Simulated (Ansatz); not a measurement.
Geometry optimisation, UKS PBE0/def2-TZVP in Ansatz.

Input:

```yaml
crystal:
  periodic: [false, false, false]
  atoms:
    - { symbol: Ga, position_ang: [-1.005456, -0.217569, 0.056016] }
    - { symbol: H, position_ang: [1.234721, -0.266521, -1.67159] }
    - { symbol: H, position_ang: [-1.440176, -1.660983, -0.339714] }
    - { symbol: H, position_ang: [-1.538757, 1.129744, -0.517648] }
    - { symbol: H, position_ang: [1.30638, -0.235181, -0.977755] }
    - { symbol: Se, position_ang: [0.670416, -0.106232, 1.765462] }
    - { symbol: H, position_ang: [0.772972, 1.356641, 1.685228] }
magnetization:
  spin_polarized: true
basis:
  gaussian: { orbitals: def2-TZVP }
hamiltonian:
  xc: pbe0
relax:
  f_tol: 0.03
  max_steps: 50
output:
  orbitals: {}
```

Launched with:

```bash
$ ansatz run input.yaml --threads 4 --pin off --max-ram 5120MiB --backend cpu --events-out ev --progress --plain --runs-dir out
```

Question: Where does it end, and by what steps?

Answer: The run converged. The force dipped under the threshold on the way, but the program's further checks kept it going. After 8 steps the energy has fallen by 0.152 eV; H5 moved furthest, 0.46 Å.

```json
{"step": "0", "energy less start (eV)": "0.0000", "largest force component (eV/Å)": "2.318", "accepted": "yes"}
{"step": "1", "energy less start (eV)": "-0.1279", "largest force component (eV/Å)": "0.178", "accepted": "yes"}
{"step": "2", "energy less start (eV)": "-0.1399", "largest force component (eV/Å)": "0.120", "accepted": "yes"}
{"step": "3", "energy less start (eV)": "-0.1302", "largest force component (eV/Å)": "0.477", "accepted": "no"}
{"step": "4", "energy less start (eV)": "-0.1472", "largest force component (eV/Å)": "0.075", "accepted": "yes"}
{"step": "5", "energy less start (eV)": "-0.1501", "largest force component (eV/Å)": "0.037", "accepted": "yes"}
{"step": "6", "energy less start (eV)": "-0.1419", "largest force component (eV/Å)": "0.569", "accepted": "no"}
{"step": "7", "energy less start (eV)": "-0.1509", "largest force component (eV/Å)": "0.029", "accepted": "yes"}
{"step": "8", "energy less start (eV)": "-0.1519", "largest force component (eV/Å)": "0.023", "accepted": "yes"}
```

```xyz
7
Properties=species:S:1:pos:R:3
Ga -0.871 -0.187 0.150
H 1.027 -0.352 -2.015
H -1.294 -1.631 -0.262
H -1.281 1.138 -0.565
H 1.460 -0.323 -1.404
Se 0.430 -0.055 2.076
H 0.529 1.410 2.020
```

The run took 44 s on 4 threads of Arm Neoverse N1, on a shared host, peak memory 0.39 GiB.
